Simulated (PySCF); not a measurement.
Working out the ionisation energy of Sc

Sc [Ar] 3d1 4s2 (2D) → Sc⁺ [Ar] 3d1 4s1 (3D). All numbers are calculated (PySCF 2.14, the non-relativistic Hamiltonian (point nucleus), in aug-cc-pVDZ). Frozen: [Ar]. Energies in hartree (1 hartree = 27.21139 eV):

```tsv
part	Sc (lower)	Sc⁺ (upper)
UHF	-759.738039	-759.540755
MP2 opposite-spin	-0.024141	0.000000
MP2 same-spin	-0.002467	-0.002478
```

What does Hartree-Fock give?

(-759.540755) − (-759.738039) = 0.197284 hartree = 5.368 eV.

What do MP2 and SCS-MP2 (6/5 opposite-spin, 1/3 same-spin) give?

The opposite-spin parts differ by 0.657 eV and the same-spin parts by 0.000 eV. MP2: 5.368 + (0.657) + (0.000) = 6.025 eV. SCS-MP2: 5.368 + 1.2 × (0.657) + (0.000)/3 = 6.156 eV.

Measured between the centres of the two terms (NIST): 6.562 eV, so MP2 (valence) is off by -0.537 eV.

The calculation is non-relativistic.

A double-zeta basis recovers only part of the correlation energy.

What remains against the reference includes basis incompleteness, the frozen core and correlation beyond second order.
